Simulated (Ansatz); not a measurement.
hydrazine (H4N2), singlet, geometry from GFN2-xTB, atoms displaced at random by about 0.03 Å a coordinate; Ansatz (a first-principles code) with B3LYP/STO-3G, gradient.

Input for Ansatz:
Ansatz 0.2 input:
```yaml
crystal:
  periodic: [false, false, false]
  atoms:
    - {symbol: N, position_ang: [-0.62680083, -0.16573671, 0.11733267]}
    - {symbol: N, position_ang: [0.65333335, 0.21722116, 0.02760035]}
    - {symbol: H, position_ang: [-1.22227001, 0.69069020, 0.23362029]}
    - {symbol: H, position_ang: [-1.05209351, -0.62171493, -0.78242940]}
    - {symbol: H, position_ang: [1.24523724, -0.66744879, 0.26955846]}
    - {symbol: H, position_ang: [0.99299086, 0.50308696, -0.84069802]}
basis:
  gaussian:
    orbitals: STO-3G
hamiltonian:
  xc: b3lyp
output: {forces: true}
```

It wrote (shortened):

```
Functional definition: B3LYP
191 factors; integrals over basis functions are off by at most 2.1e-5 eV
mean field evaluation 1: about -3002.3875 eV, gradient 1.0e1 eV
mean field evaluation 2: about -3002.6421 eV, gradient 7.1e0 eV
mean field evaluation 4: about -3002.7986 eV, gradient 3.5e-2 eV
mean field evaluation 8: about -3002.7876 eV, gradient 3.0e-4 eV
mean field -3002.78760204 eV, -110.3504090125 hartree, gradient 2.7e-5 eV, S^2 0.000000; 0 other end points of the search recorded, 0 dependent functions left out
the calculation of the forces begins
reference -3002.78774144 eV, -110.3504141353 hartree; 9, 9 occupied and 5, 5 virtual orbitals, 191 factors
Total energy: -3002.78774144 eV, -110.3504141353 hartree
Atom 0 at    -0.626801    -0.165737     0.117333 Å, force    -7.092750    -2.085942    -0.561854 eV/Å
Atom 1 at     0.653333     0.217221     0.027600 Å, force     5.865928    -1.610771     4.567297 eV/Å
Atom 2 at    -1.222270     0.690690     0.233620 Å, force    -0.214394     0.367437     0.212134 eV/Å
Atom 3 at    -1.052094    -0.621715    -0.782429 Å, force     0.715273     0.327902     0.628697 eV/Å
Atom 4 at     1.245237    -0.667449     0.269558 Å, force    -0.503245     1.466380    -0.206829 eV/Å
Atom 5 at     0.992991     0.503087    -0.840698 Å, force     1.229189     1.534994    -4.639446 eV/Å
Dipole moment:    -0.001775    -0.016832    -0.457635 e Å
```
